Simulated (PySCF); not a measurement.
H₃O (cation, charge +1), SMILES [OH3+] at its PBE/def2-SVP optimised geometry (Å):

```
4

O     -0.3126    -0.1904     0.0000
H      0.6797    -0.1904     0.0000
H     -0.6796    -0.7315     0.7464
H     -0.6797     0.7315     0.0000
```

Computed with PBE/def2-TZVP in PySCF.

Map of the log10 of the electron density (e/bohr³), floored at −4 on the plane z = 0.8 Å:

```
|0000000000000000000000000000000|
|0000000000000000000000000000000|
|0000000000000000000000000000000|
|0000000000000000000000000000000|
|0000000000000000000000000000000|
|0000000000000000000000000000000|
|0000000000111111000000000000000|
|0000000011222222110000000000000|
|0000000122333333221100000000000|
|0000001123444444332110000000000|
|0000001234455555443221000000000|
|0000001234566665544322100000000|
|0000012345667776655432210000000|
|0000012345677777665543210000000|
|0000012356678887766544320000000|
|0000012456788888776654321000000|
|0000013456789998876654321000000|
|0000023457899998776554321000000|
|0000023467899988766543210000000|
|0000023457899987665443210000000|
|0000012456788876654432100000000|
|0000012345677766543321100000000|
|0000001234556554432210000000000|
|0000001223444443321100000000000|
|0000000112233332210000000000000|
|0000000001122211000000000000000|
|0000000000000000000000000000000|
|0000000000000000000000000000000|
|0000000000000000000000000000000|
|0000000000000000000000000000000|
|0000000000000000000000000000000|
```
Scale: ten equal steps from -4.00 (start of '0') to -0.608 (end of '9'), in the order '0123456789'; x runs from -3.00 to 3.00, y from -3.00 (bottom) to 3.00 (top).
